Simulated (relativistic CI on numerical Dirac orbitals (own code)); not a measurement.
**What each ingredient does to the levels of Lu XXII**

Base calculation: Dirac-Coulomb-Breit CI, KLI orbitals optimised for each configuration, model QED (radiative potential, 1s self-energy scaled to tabulated hydrogen-like ionisation energies), unscaled Slater integrals.

Configurations in the expansion (outside the closed core [Ar] 3d10 4p6 4d10): 4s2 4f4, 4s2 4f3 5s, 4s2 4f2 5s2, 4s2 4f3 5p, 4s2 4f2 5s 5p, 4s2 4f2 5p2, 4s2 4f2 5s 5d, 4s2 4f3 5d, 4s2 4f2 5p 5d, 4s2 4f3 5f, 4s2 4f3 6s, 4s2 4f3 6p, 4s 4f3 5s2. Levels of other configurations are missing.

Variants: (1) non-relativistic limit; (2) only the first configuration. Shifts of the energy above 4s2 4f4 5I_4, in cm⁻¹, for the lowest level and the first level of each name with at least 55 % of one term (blank where a level changes its place among those of its configuration and J or its character, or is not in the variant):

```
       Level     Base      Δ(1)    Δ(2)
4s2 4f4 5I_4      0.0       0.0     0.0
4s2 4f4 5I_5   9066.2   -9066.2    -0.3
4s2 4f4 5I_6  17646.1  -17646.1    +2.0
4s2 4f4 5I_7  25454.9  -25454.9    +4.3
4s2 4f4 5I_8  32553.4  -32553.4    +4.7
4s2 4f4 5F_2  35946.5   -6901.9   -20.3
4s2 4f4 5F_1  36837.0   -7792.5   -47.0
4s2 4f4 5F_3  42530.0  -13485.4   -28.6
4s2 4f4 5S_2  46119.5  -17013.0   -78.0
4s2 4f4 3K_6  47330.6  -11408.3   -18.8
4s2 4f4 5G_2  48781.1   -3164.1   -12.7
4s2 4f4 5G_3  50601.9   -4984.9    -3.6
4s2 4f4 5F_4  52689.2              -5.1
4s2 4f4 5G_4  63128.9              -6.6
4s2 4f4 3G_3  64774.2  -15632.1   +27.3
4s2 4f4 5G_5  72120.9             -15.0
4s2 4f4 3P_0  75427.4  -19834.2   -48.1
4s2 4f4 3D_3  75806.3  -22019.6   -21.5
4s2 4f4 3F_4  76581.6             -19.3
4s2 4f4 3I_5  77876.5             -32.9
4s2 4f4 3F_2  83526.1  -21644.0  +127.1
4s2 4f4 5D_0  83564.6   -8874.8   -22.5
```

At this charge energies of transitions that change n are usually good to better than 1 %, and those within a shell (Δn = 0) to a few per cent. Terms inside the open d or f shell come out 10 to 20 % too wide with unscaled integrals.

Ionisation energy from the two ground configurations alone: base 577.654 eV. The NIST ASD value (theoretical) is 600 eV. The gap of more than 2 % comes from missing correlation, or from a tabulated value that is itself an estimate.

LS names give the leading component of a level, which can be under half, so a name can repeat, a term be missing and a line seem to break the LS rules.
